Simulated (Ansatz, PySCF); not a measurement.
thiophene (C4H4S), SMILES c1ccsc1.

Coordinates come from a PBE0-D3(BJ)/def2-SVP optimisation.

Vertical ionisation energy (IE) and electron affinity (EA) in eV. Rows of orbital energies are one-electron estimates. Where ΔSCF, EOM or ADC give a negative EA the extra electron is unbound and the value depends on the basis.

```tsv
level	IE	EA
−ε(HOMO), −ε(LUMO), M06-2X/def2-TZVP (PySCF)	7.99	-0.44
ΔSCF, PBE0/def2-TZVPD (Ansatz), final states of multiplicity 2 and 2	8.89	-1.08
```

Q: What vertical singlet–triplet gap does ΔSCF give with PBE0/def2-TZVPD (Ansatz, a first-principles code)? (An estimate is asked for; the answer gives what the named calculation found.)

A: 3.78 eV (triplet above singlet where positive).
